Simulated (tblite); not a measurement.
Species: C5H14FNSi2.
Cartesian coordinates in Å at the GFN2-xTB level; atoms count from 1:
```
atom  x, y, z in Å
C1     2.4195   -0.6499    0.8860
C2     1.1063    0.1189    0.9666
Si3    0.1332    0.0533   -0.6622
N4    -0.7550   -1.4239   -0.7808
Si5   -0.2864   -3.0582   -0.4254
C6    -1.1918    1.4103   -0.7086
F7    -2.0832    1.2172   -1.7542
C8    -1.8012    2.0397    0.5067
C9    -0.9199    2.8480   -0.3943
H10    2.9457   -0.6225    1.8391
H11    3.0686   -0.2203    0.1269
H12    2.2355   -1.6890    0.6245
H13    0.5025   -0.2989    1.7734
H14    1.3231    1.1525    1.2407
H15    1.0357    0.2712   -1.8083
H16   -1.6057   -1.3379   -1.3142
H17    0.9009   -3.4303   -1.2022
H18    0.0152   -3.1566    1.0043
H19   -1.4394   -3.8826   -0.7825
H20   -2.8614    2.2415    0.4822
H21   -1.4293    1.7389    1.4733
H22    0.0710    3.1136   -0.0605
H23   -1.3887    3.5919   -1.0205
```

All values are computed: GFN2-xTB (tblite) harmonic vibrations without scaling, gas phase. Errors from tens to a few hundred cm⁻¹ against measured bands are possible. Modes of hydrogen on silicon can be 10 to 20 % off. One conformer, not necessarily the lowest.

Harmonic wavenumbers (cm⁻¹): 25.5, 56.8, 71.9, 83.4, 103.8, 127.6, 154.4, 204.0, 233.2, 235.6, 254.4, 282.5, 331.7, 370.0, 421.7, 555.0, 570.0, 585.0, 633.8, 680.5, 685.7, 734.3, 763.1, 766.9, 792.3, 799.2, 819.7, 866.5, 908.7, 973.8, 978.7, 997.0, 1018.7, 1024.2, 1060.4, 1078.1, 1081.4, 1145.9, 1178.0, 1207.1, 1243.5, 1294.4, 1340.1, 1417.3, 1423.2, 1471.4, 1479.3, 1510.6, 1511.9, 2165.3, 2215.9, 2243.0, 2266.5, 2972.3, 2984.8, 3013.6, 3034.1, 3040.3, 3090.3, 3093.2, 3096.0, 3113.5, 3466.4.

A = 1555, B = 742.5, C = 560.9 MHz; mass 163.065 u (most abundant isotopes); point group C1, symmetry number 1.

Question: What is the zero-point energy?

Answer: ½Σν̃ = 38674 cm⁻¹ = 462.64 kJ/mol.

Question: Entropy at 200 K, 1 bar (ideal gas, RRHO, classical rotation)?

Answer: Translation 164.09, rotation 122.99, vibration 128.62: S = 415.7 J/(mol K).

Question: And Cp and H(200 K) − H(0)?

Answer: Cp = 157.77 J/(mol K), of which vibrations give 124.51 (their classical limit is 63 R = 523.8); H(200 K) − H(0) = 19.99 kJ/mol without the zero-point energy, 13.34 from vibrations.

Question: Which modes carry the vibrational entropy at 200 K?

Answer: 25.5 cm⁻¹: 22.43; 56.8 cm⁻¹: 15.81; 71.9 cm⁻¹: 13.89; 83.4 cm⁻¹: 12.69; 103.8 cm⁻¹: 10.93; 127.6 cm⁻¹: 9.31 J/(mol K); the other 57 give 43.56 together.

Question: What must be added to the electronic energy to get the Gibbs energy at 200 K and 1 bar?

Answer: ZPE + [H(200 K) − H(0)] − T·S = 462.64 + 19.99 − 83.14 = 399.49 kJ/mol.

Hindered rotation and anharmonicity are outside this model. Other conformers, if any are populated, would add a mixing term that is left out. The structure is chiral; the term R ln 2 for an equal mix with its mirror image is left out.

The run took 2.1 s of wall time on an Arm Neoverse N1 with one thread, shared host. The figure is for the frequency step alone.
